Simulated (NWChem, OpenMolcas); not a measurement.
## How basis sets differ on InHCl (SMILES [Cl][InH])

The species is InHCl (3 atoms), meant as a doublet with charge 0. SMILES: `[Cl][InH]`. The coordinates come from a PBE0-D4/def2-TZVP relaxation.

```
atom    x (Å)    y (Å)    z (Å)
  Cl  -1.6498   0.3968  -0.8674
  In   0.4095   0.5424   0.2861
   H   1.2294  -1.0039   0.5681
```

Quantity: the dipole moment, in D. The values are calculated.

| level | kind | program | value (D) | CPU time |
| --- | --- | --- | --- | --- |
| ROHF/ANO-R0 (sfX2C) | Hartree–Fock | OpenMolcas | 2.86 | 3.2 s |
| UHF/STO-3G | Hartree–Fock | OpenMolcas | 4.17 | 2.2 s |
| UHF/3-21G | Hartree–Fock | OpenMolcas | 4.20 | 2.5 s |
| UHF/def2-SVP (core potential) | Hartree–Fock | NWChem | 3.06 | 8 s |
| UHF/def2-TZVP (core potential) | Hartree–Fock | NWChem | 3.11 | 37 s |
| UHF/def2-TZVPP (core potential) | Hartree–Fock | OpenMolcas | 3.11 | 16 s |

All-electron rows without a relativistic Hamiltonian named are non-relativistic, while core potentials hold scalar relativity, so basis and relativity change together. The values span 2.86 to 4.20 D. Magnitudes only. Sets without polarisation functions give poor dipoles. Without the sets that lack polarisation functions the rows with a basis span only 3.06 to 3.11 D. Times are those of the runs behind each value, whatever else they computed, on shared processors of several kinds: orders of magnitude only.
